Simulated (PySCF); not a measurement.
A geometry optimisation on `O=CC1=CC=C(F)[SiH2]1`.

Method: PBE0-D3(BJ)/def2-SVP geometry optimisation, gas phase (PySCF 2.14.0). Start geometry: GFN2-xTB. A driver script takes a list of jobs; this job's settings line and coordinates (Å) are shown.

Input:
```
{"job": {"xc": "PBE0", "basis": "def2-SVP", "d3": "d3bj", "grid": 2, "kind": "geom"}, "charge": 0, "multiplicity": 1}
O     -2.947035     0.785862     0.019090
C     -2.226185    -0.169567    -0.160193
C     -0.787870    -0.123836    -0.071413
C      0.025585    -1.188899    -0.271504
C      1.443259    -0.962659    -0.144619
C      1.769709     0.303790     0.162488
F      3.044229     0.687869     0.318096
Si     0.225497     1.422121     0.336784
H     -2.651156    -1.163682    -0.410159
H     -0.340640    -2.176422    -0.517625
H      2.154342    -1.761099    -0.289455
H      0.079293     1.896753     1.707617
H      0.206586     2.450255    -0.696835
```

Question: Estimate the output.

Answer: 
```
step   0  E = -657.16437181  max force = 0.028203
step   1  E = -657.16741370  max force = 0.003553
step   2  E = -657.16745149  max force = 0.001001
step   3  E = -657.16745221  max force = 0.000677
step   4  E = -657.16745791  max force = 0.000448
optimisation converged
```

Energies in Eh; «max force» is the largest Cartesian gradient component in Eh/bohr.

Question: Give the first gradient maximum in eV/Å.

Answer: With 1 Eh/bohr = 51.422 eV/Å, 1.450 eV/Å.

Question: How much energy does the optimisation release, in eV?

Answer: E(step 0) − E(last step) = 0.003086 Eh, which is 0.084 eV.

Main results: final energy -657.16746 Eh after 4 steps; dipole 2.86 D.

Question: Give the final coordinates.

Answer: 0.033 Å rms from the input after alignment:
```
atom  x, y, z in Å
O1    -3.3000    0.1284   -0.0644
C2    -2.5672   -0.8175   -0.2454
C3    -1.1157   -0.7525   -0.1563
C4    -0.2916   -1.8174   -0.3586
C5     1.1507   -1.6131   -0.2372
C6     1.5041   -0.3461    0.0726
F7     2.7627    0.0315    0.2238
Si8   -0.0555    0.7380    0.2416
H9    -2.9829   -1.8282   -0.4999
H10   -0.6801   -2.8129   -0.6074
H11    1.8715   -2.4211   -0.3862
H12   -0.2079    1.2822    1.6187
H13   -0.0842    1.8318   -0.7675
```

Time: 68 s wall; peak memory 0.76 GiB. Hardware: one thread, Arm Neoverse N1 (aarch64), on a shared host.
Labels such as C1 count atoms from 1, the log's own numbers from 0.
